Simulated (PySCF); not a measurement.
Species: C₂H₁₀N₂Si.
Bonds: C1–C2, C2–Si3, Si3–N4, Si3–N5. Hydrogens: H6, H7, H8 on C1; H9, H10 on C2; H11 on Si3; H12, H13 on N4; H14, H15 on N5.

Computed with PySCF at CAM-B3LYP/def2-SVPD, non-relativistic, on one gas-phase PBE0-D3(BJ)/def2-SVP geometry that isn't relaxed in the solvent. The solvent is an IEF-PCM continuum (van der Waals radii × 1.2), and excitations are vertical TDDFT with non-equilibrium linear response and a frozen core. The model holds no explicit solvent molecules, cavitation or dispersion.

Gas-phase singlets (H = HOMO, L = LUMO):

| state | E (eV) | λ (nm) | f | leading configurations |
| --- | --- | --- | --- | --- |
| S1 | 6.534 | 190 | 0.046 | H→L 73%, H-1→L+1 12% |
| S2 | 6.645 | 187 | 0.032 | H-1→L 55%, H→L+1 24% |
| S3 | 7.369 | 168 | 0.003 | H→L+1 40%, H-1→L 19%, H→L+2 13% |
| S4 | 7.550 | 164 | 0.006 | H→L+2 36%, H→L+1 24%, H→L 10% |
| S5 | 7.733 | 160 | 0.050 | H-1→L+1 30%, H-1→L+2 23%, H→L+2 22% |

Question: How does the list change in cyclohexane (ε = 2.017)?

Answer: 
```tsv
state	E (eV)	λ (nm)	f	leading configurations	change by rank (eV)
S1	6.574	189	0.060	H→L 74%, H-1→L+1 10%	+0.040
S2	6.689	185	0.044	H-1→L 55%, H→L+1 22%	+0.044
S3	7.399	168	0.003	H→L+1 41%, H-1→L 18%, H→L+2 14%	+0.030
S4	7.561	164	0.010	H→L+2 41%, H→L+1 24%, H→L 9%	+0.011
S5	7.753	160	0.077	H-1→L+1 29%, H-1→L+2 27%, H→L+2 16%	+0.020
```

Question: The ground-state energy changes by -0.081 eV from gas to cyclohexane. By how much does the total energy of gas-phase S1 change?

Answer: E(S1) = E(S0) + excitation energy, so it changes by -0.081 + 0.040 = -0.041 eV: it is lowered less than the ground state, which is what a blue shift means. This is the vertical state, with the slow part of the continuum still set for S0.

Question: How do the frontier levels move from gas to cyclohexane?

Answer: 
| orbital | gas (eV) | solvent (eV) | change (eV) | Löwdin shares, gas | Löwdin shares, solvent |
| --- | --- | --- | --- | --- | --- |
| LUMO+2 | 2.00 | 2.07 | +0.07 | C2 14 %, H9 11 %, H12 10 %, C1 9 % | C2 14 %, H12 11 %, H9 11 %, Si3 9 % |
| LUMO+1 | 1.64 | 1.72 | +0.08 | C1 18 %, N5 9 %, H14 8 %, H15 8 % | C1 20 %, N5 8 %, H7 8 %, H15 8 % |
| LUMO | 1.23 | 1.31 | +0.08 | Si3 33 %, H14 9 %, H15 8 %, H12 8 % | Si3 34 %, H14 8 %, H15 7 %, H12 7 % |
| HOMO | -8.42 | -8.40 | +0.02 | N4 33 %, N5 17 %, C2 14 %, Si3 13 % | N4 34 %, N5 16 %, C2 14 %, Si3 13 % |
| HOMO-1 | -8.80 | -8.78 | +0.02 | N5 47 %, N4 22 %, Si3 12 %, H15 5 % | N5 48 %, N4 21 %, Si3 12 %, H15 5 % |
| HOMO-2 | -9.99 | -9.96 | +0.03 | C2 21 %, N4 18 %, Si3 16 %, C1 11 % | C2 21 %, N4 19 %, Si3 16 %, C1 11 % |
| HOMO-3 | -10.90 | -10.85 | +0.05 | C2 24 %, C1 21 %, H9 11 %, H8 10 % | C2 24 %, C1 21 %, H9 11 %, H8 10 % |

The HOMO–LUMO gap goes from 9.65 to 9.71 eV.

The values belong to the conformer `[CH3:1][CH2:2][SiH:3]([NH2:4])[NH2:5]`: C1–C2–Si3–N4 -57°, H–N4–Si3–C2 91°, H–N4–Si3–C2 -60°, H–N5–Si3–C2 -36°, H–N5–Si3–C2 180°.
